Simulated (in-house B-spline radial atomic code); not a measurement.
Ionisation energies along the 42-electron series, configuration [Kr] 4d6, as differences of self-consistent energies. Dirac energy differences include first-order Breit, QED and recoil terms. NIST's values go from ground level to ground level; the uncertainty of those that are theory runs from under 0.1 % in few-electron ions to several per cent in heavy many-electron ones. Computed with a B-spline radial code for spherical atoms: Dirac-Hartree-Fock, average of the configuration, finite nuclei.

```csv
ion,configuration after,ionisation energy (eV),IE/(q+1)² (eV),Breit and QED recoil part (eV),tabulated value (eV),tabulated kind,computed minus tabulated (eV)
Ru2+,[Kr] 4d5,28.90,3.2109,0.011264,28.47,semi-empirical,0.43
Rh3+,[Kr] 4d5,45.34,2.8335,0.012283,42,tabulated theory,3.34
Pd4+,[Kr] 4d5,64.01,2.5605,0.01196,61,tabulated theory,3.01
Ag5+,[Kr] 4d5,84.79,2.3553,0.010401,82,tabulated theory,2.79
Cd6+,[Kr] 4d5,107.58,2.1955,0.0076475,105,tabulated theory,2.58
In7+,[Kr] 4d5,132.33,2.0676,0.0037028,130.1,tabulated theory,2.23
```

Where a p, d or f electron is removed, the computed value is a mean over both j, so it misses the tabulated one by a part of the spin-orbit splitting; averaging over terms and missing correlation add to the gap, relatively most at low charge.
